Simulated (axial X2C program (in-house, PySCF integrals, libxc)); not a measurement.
# Density and ELF of YSi

Calculated with an in-house relativistic program for diatomic molecules. Two-component (2c) means X2C with spin–orbit coupling and atomic mean-field two-electron Coulomb and Gaunt terms. Basis: Y dyall-cv3z [11s12p9d6f3g], Si dyall-v3z [8s7p2d1f] (cores contracted in-house); Gaussian nuclei, density fitting, unrestricted open shells. Masses: Y 88.906 u, Si 27.977 u.

PBE0, 2c, state Ω = 3/2 (⟨Sz⟩ = 1.50, ⟨Lz⟩ = 0.00 at PBE0); Y at z = 0, Si at z = 2.669 Å.

The maps cover the half plane through the axis: z from -2.4 to 4.8 Å along the bond, ρ from 0.15 to 2.25 Å away from it.

log10 of the density in e/bohr³:

```
 ρ\z  -2.4  -1.8  -1.2  -0.6   0.0   0.6   1.2   1.8   2.4   3.0   3.6   4.2   4.8
0.15  -2.7  -2.2  -1.4  -0.3   1.6  -0.3  -1.2  -1.1   0.4   0.1  -1.3  -1.9  -2.6
0.45  -2.7  -2.3  -1.6  -0.5   0.0  -0.6  -1.3  -1.2  -0.6  -0.8  -1.4  -2.0  -2.7
0.75  -2.8  -2.4  -1.9  -1.0  -0.6  -1.0  -1.5  -1.4  -1.2  -1.2  -1.5  -2.1  -2.8
1.05  -2.9  -2.5  -2.1  -1.6  -1.2  -1.6  -1.7  -1.6  -1.5  -1.5  -1.8  -2.3  -3.0
1.35  -3.0  -2.6  -2.3  -2.0  -1.8  -2.0  -2.0  -1.9  -1.8  -1.8  -2.1  -2.6  -3.2
1.65  -3.2  -2.8  -2.5  -2.3  -2.1  -2.2  -2.2  -2.2  -2.1  -2.2  -2.4  -2.9  -3.4
1.95  -3.4  -3.0  -2.7  -2.5  -2.4  -2.4  -2.5  -2.5  -2.5  -2.5  -2.8  -3.2  -3.7
2.25  -3.5  -3.2  -2.9  -2.7  -2.6  -2.7  -2.8  -2.8  -2.8  -2.9  -3.1  -3.5  -3.9
```

Electron localisation function (collinear form, no current term, damped to 0 at low density):

```
 ρ\z  -2.4  -1.8  -1.2  -0.6   0.0   0.6   1.2   1.8   2.4   3.0   3.6   4.2   4.8
0.15  0.87  0.55  0.41  0.71  0.39  0.67  0.39  0.66  0.86  0.79  0.86  0.94  0.77
0.45  0.86  0.54  0.27  0.80  0.20  0.76  0.37  0.78  0.18  0.11  0.92  0.93  0.73
0.75  0.83  0.56  0.14  0.60  0.82  0.50  0.37  0.83  0.28  0.40  0.94  0.90  0.64
1.05  0.79  0.62  0.13  0.18  0.50  0.15  0.42  0.81  0.77  0.85  0.91  0.83  0.48
1.35  0.70  0.71  0.26  0.12  0.17  0.12  0.47  0.75  0.77  0.83  0.83  0.71  0.28
1.65  0.54  0.76  0.57  0.32  0.26  0.23  0.45  0.65  0.67  0.71  0.69  0.50  0.11
1.95  0.30  0.73  0.78  0.69  0.55  0.37  0.39  0.49  0.51  0.54  0.47  0.25  0.03
2.25  0.11  0.55  0.80  0.82  0.69  0.42  0.30  0.32  0.32  0.32  0.23  0.07  0.01
```

Axial spin density in 10⁻³ e/bohr³:

```
 ρ\z  -2.4  -1.8  -1.2  -0.6   0.0   0.6   1.2   1.8   2.4   3.0  3.6  4.2  4.8
0.15  -1.3  -3.1   1.2  56.5   2.3  26.9  16.5  18.6   3.9  -0.3  9.9  3.1  0.6
0.45  -1.2  -2.7  -0.8  22.5  -3.3  11.9  14.1  19.6   7.8   7.6  9.6  2.7  0.6
0.75  -0.9  -2.1  -1.7   6.1   5.0   6.6  11.2  17.8  20.0  15.8  8.0  2.2  0.5
1.05  -0.7  -1.4  -1.1   3.4   7.8   6.0   8.3  13.1  16.6  12.8  5.6  1.6  0.3
1.35  -0.4  -0.8  -0.3   2.8   5.9   4.9   5.7   8.2   9.9   7.6  3.4  1.0  0.2
1.65  -0.2  -0.4   0.1   2.1   3.8   3.4   3.6   4.7   5.2   3.9  1.9  0.6  0.1
1.95  -0.1  -0.1   0.2   1.4   2.2   2.1   2.1   2.5   2.6   1.9  1.0  0.3  0.1
2.25  -0.1   0.0   0.2   0.8   1.3   1.2   1.2   1.3   1.2   0.9  0.5  0.2  0.1
```

The state is a single determinant with fixed occupations, the lowest that a limited PBE0 search found. Density functionals use the spin component along the axis (collinear). Other states lie close and PBE0, whose exact exchange favours high spin, may order them wrongly; the determinant shown need not be the ground state. The nearest other 2c determinant of the search, Ω = 1/2, lies 0.15 eV up at the distance of the search. With several unpaired electrons one determinant need not be a pure state. This is the top spin component of a Σ state; components of lower Ω are not single determinants and can lie lower. The determinant is spin-polarised beyond a pure state at some levels (its spin-free form has ⟨S²⟩ too high), which makes Re and μ there less reliable.
